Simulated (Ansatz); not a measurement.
Consider the ligand exchange at a B–N bond: `BN([SiH3])CC` + `N[SiH3]` → `BN[SiH3]` + `CCN[SiH3]`.

Computed with Ansatz on PBE0-D4/def2-TZVP structures; ΔE is electronic, products minus reactants. CBS: MP2 limit from def2 TZ/QZ plus the TZ coupled-cluster correction, frozen cores. This one scheme is used for every species. DFT in def2-TZVPP. One conformer a species, not always the lowest.

| level | ΔE (kJ/mol) | difference from CCSD(T)/CBS |
| --- | --- | --- |
| LDA (SPW92) | 6.7 | 0.4 |
| ωB97X-V | 3.5 | -2.8 |
| PBE | 0.9 | -5.4 |
| r2SCAN | 3.1 | -3.2 |
| PBE0 | 0.5 | -5.8 |
| r2SCAN0 | 2.2 | -4.1 |
| BHLYP | -2.4 | -8.7 |
| RPA@PBE/def2-TZVPP | 6.1 | -0.2 |
| HF/def2-TZVPP | -6.4 | -12.7 |
| SCS-MP2/def2-TZVPP | 5.4 | -0.9 |
| CCSD(T)/CBS | 6.3 | 0 |

Largest T1 diagnostic among the species: 0.012.

At CCSD(T), def2-SVP lies −5.2 kJ/mol from the extrapolated value and def2-TZVPP +0.0 kJ/mol. In def2-TZVPP, CCSD(T) changes the Hartree–Fock value by +12.7 kJ/mol (the triples alone add +2.1 kJ/mol) and MP2 by +14.3 kJ/mol. The D4 term adds +5.8 kJ/mol with B3LYP and +3.2 kJ/mol with PBE0; it sums over pairs of atoms, weighted by their polarisabilities, and B3LYP, whose exchange is more repulsive, gets the larger term.

B3LYP here is the variant with VWN-RPA as its local correlation; programs differ in this.
